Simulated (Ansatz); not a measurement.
Computed with Ansatz on PBE0-D4/def2-TZVP structures; ΔE is electronic, products minus reactants. CBS: MP2 limit from def2 TZ/QZ plus the TZ coupled-cluster correction, frozen cores. This one scheme is used for every species. Functionals use def2-TZVPP. B3LYP here is the variant with VWN-RPA as its local correlation; programs differ in this. One conformer a species, not always the lowest.

Reaction (ligand exchange at the Al–N bond): `C[NH][Al]([Cl])[Cl]` + HCl → `[Cl][Al]([Cl])[Cl]` + CH₃NH₂

`C[NH][Al]([Cl])[Cl]`:

Cartesian coordinates in Å:
```
C -0.832 0.944 0.449
N 0.024 -0.222 0.537
Al 0.946 -0.997 -0.731
Cl 0.896 -0.236 -2.670
Cl 2.094 -2.680 -0.296
H -0.844 1.320 -0.576
H -0.481 1.760 1.091
H -1.866 0.716 0.726
H 0.063 -0.605 1.469
```

HCl:

Z-matrix (Å, degrees):
```
Cl
H 1 1.279
```

`[Cl][Al]([Cl])[Cl]`:

Cartesian coordinates in Å:
```
Cl 1.611 -0.895 -0.939
Al 0.000 0.000 0.000
Cl -1.818 -0.982 0.094
Cl 0.207 1.877 0.845
```

CH₃NH₂:

Cartesian coordinates in Å:
```
C 0.408 -0.270 -0.289
N -0.542 0.224 0.693
H 0.357 0.211 -1.277
H 0.258 -1.342 -0.432
H 1.424 -0.139 0.093
H -1.491 0.102 0.363
H -0.413 1.215 0.848
```

CCSD(T)/CBS gives -14.0 kcal/mol.

Task: Another level gave -14.4 kcal/mol. Which?
A. RPA@PBE/def2-TZVPP
B. B3LYP-D4/def2-TZVPP
C. HF/def2-TZVPP
D. PBE0-D4/def2-TZVPP

Result: D. PBE0-D4 -14.4, RPA@PBE/def2-TZVPP -12.3, B3LYP-D4 -13.4, HF/def2-TZVPP -16.5 kcal/mol.

Task: What do rigid-rotor, harmonic-oscillator terms from PBE0-D4/def2-TZVP frequencies (298.15 K, 1 bar) make of the CCSD(T)/CBS value? (Estimate.)

Result: Ansatz gave: ΔZPE = +2.6 kcal/mol, ΔH = -11.9 kcal/mol, ΔS = 4 J/(mol·K), ΔG = -12.2 kcal/mol.

Largest T1 diagnostic among the species: 0.009.

Leaving LDA and LC-ωPBE aside and taking each functional with its dispersion term where it has one, the values, not all of them listed here, spread over 2.1 kcal/mol, from B97M-V to BLYP-D4. LDA lies +2.5 kcal/mol from PBE without D4. From BLYP to BHLYP (50 % exact exchange), in def2-TZVPP and without D4, ΔE moves by −0.9 kcal/mol. The D4 term adds +1.0 kcal/mol with B3LYP and +0.6 kcal/mol with PBE0; it sums over pairs of atoms, weighted by their polarisabilities, and B3LYP, whose exchange is more repulsive, gets the larger term.
